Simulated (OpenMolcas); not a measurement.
# Co4+ in a point-charge field

Co4+ among 5 point charges of -1 e arranged as a trigonal bipyramid (D3h), 2.31 Å from the ion, with the axial distance 2.241 Å.

| Property | Result |
| --- | --- |
| Program | OpenMolcas 26.06 |
| Method | CASSCF |
| Basis | ANO-RCC-VDZP [5s4p2d1f] |
| Scalar Hamiltonian | DKH2, point nucleus |
| Active space | 5 electrons in 5 orbitals (3d) |
| State averaging | 2S+1 = 6 even, 1 root; 2S+1 = 4 even, 24 roots; 2S+1 = 2 even, 75 roots |
| Spin-orbit coupling | RASSI with atomic mean-field integrals over the reference wave functions |

The lowest spin-free states (labels of D3, the rotations of D3h), above the lowest:

```csv
State,Degeneracy,E (cm-1),Free-ion L (%)
6A1,1,0.0,S (100)
4E,2,42192,G (100)
2S+1 = 4,2,42200,G (100)
4E,2,42214,G (100)
4E,2,42221,G (100)
4A1,1,42271,G (100)
4A2,1,48745,P (100)
4E,2,48760,P (98)
4A1,1,52412,D (100)
4E,2,52463,D (100)
4E,2,52482,D (98)
2E,2,60111,I (100)
2S+1 = 2,2,60125,I (100)
2E,2,60129,I (100)
2E,2,60129,I (100)
2A1,1,60133,I (100)
2S+1 = 2,2,60142,I (100)
2E,2,60149,I (100)
2E,2,68159,D (88)
2E,2,68294,D (100)
```

The lowest levels with spin-orbit coupling:

| E (cm-1) | Degeneracy | Label | 2S+1 | g |
| --- | --- | --- | --- | --- |
| 0.0 | 2 | E1/2 | 6 | 0.00 0.00 10.01 |
| 0.1 | 4 |  | 6 |  |
| 42130 | 2 | E1/2 | 4 | 0.00 0.00 2.96 |
| 42152 | 2 | E3/2 | 4 | 0.00 0.00 1.34 |
| 42171 | 2 | E1/2 | 4 | 0.01 0.01 7.41 |
| 42188 | 4 |  | 4 |  |
| 42196 | 2 | E3/2 | 4 | 0.00 0.00 11.88 |
| 42197 | 2 | E1/2 | 4 | 0.00 0.00 14.00 |
| 42203 | 2 | E1/2 | 4 | 0.01 0.01 9.36 |
| 42209 | 2 | E3/2 | 4 | 0.00 0.00 10.13 |
| 42210 | 2 | E3/2 | 4 | 0.00 0.00 3.14 |
| 42212 | 2 | E1/2 | 4 | 0.03 0.03 7.50 |
| 42219 | 2 | E1/2 | 4 | 0.01 0.01 7.24 |
| 42233 | 2 | E1/2 | 4 | 0.02 0.02 4.66 |
| 42238 | 2 | E1/2 | 4 | 1.70 4.73 4.73 |
| 42239 | 2 | E3/2 | 4 | 0.00 0.00 1.87 |
| 42250 | 2 | E1/2 | 4 | 0.88 1.06 1.06 |
| 42270 | 2 | E1/2 | 4 | 0.53 0.53 1.61 |
| 42281 | 2 | E3/2 | 4 | 0.00 0.00 5.65 |
| 48264 | 2 | E1/2 | 4 | 0.00 0.00 7.92 |

Powder χT (cm3 K/mol): 4.38 at 2 K, 4.39 at 10 K, 4.39 at 50 K, 4.39 at 100 K, 4.39 at 200 K, 4.39 at 300 K. The effective moment at 300 K is 2.828 √(χT) = 5.92 μB.

The lowest level has 2S+1 = 6, for which the spin-only value is χT = S(S+1) / 2 = 4.375 cm3 K/mol (g = 2). The computed 4.385 at 300 K differs by +0.010, little more than the free-electron g of 2.0023 accounts for.

Without dynamic correlation the repulsion within the d shell is too large (B by tens of per cent), so at a given field states of lower spin stand too high. Point charges give a weaker field than real ligands, and real ions of this kind are often low spin; the high spin found here belongs to the model. This is an electrostatic model: the charges have no orbitals. An unlabelled pair can be two single states that coincide in this model. No measured value stands beside these numbers.
